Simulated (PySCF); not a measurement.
Computed vibrations of PbI2

PbI2 (singlet). PySCF 2.14.0, RKS PBE, Pb def2-SVP with ECP60, I def2-SVP with ECP28; non-relativistic Hamiltonian with scalar-relativistic core potentials where named; density fitting; no spin-orbit coupling. Central differences of gradients.

```xyz
3

Pb    0.6350    0.7443    0.0000
I    -0.5204   -0.6099    2.2344
I    -0.5204   -0.6099   -2.2344
```

Run from Python with OMP_NUM_THREADS=2. Where DIIS fails, smearing, a level shift and second-order steps follow.
It took 17 s on 2 threads of Arm Neoverse V2, on a shared host.

(1) What are the harmonic wavenumbers and infrared intensities?

(2) Is this a minimum?

Results:

(1) Modes are labelled in C2v; negative numbers are unstable modes, those under 60 cm⁻¹ near the noise; a finer grid moves soft modes by up to 10 cm⁻¹.
```tsv
cm⁻¹	km/mol	symmetry
38	0.3	a1
160	30.5	b2
160	7.5	a1
```

(2) Yes, within the noise of the softest modes. Ideal gas at 298.15 K and 1 bar: S = 357.0 J/(mol K), Cp = 57.4 J/(mol K), H − H(0 K) = 15.5 kJ/mol (rigid rotor, harmonic modes, spin degeneracy alone; the modes under 60 cm⁻¹ make these uncertain).
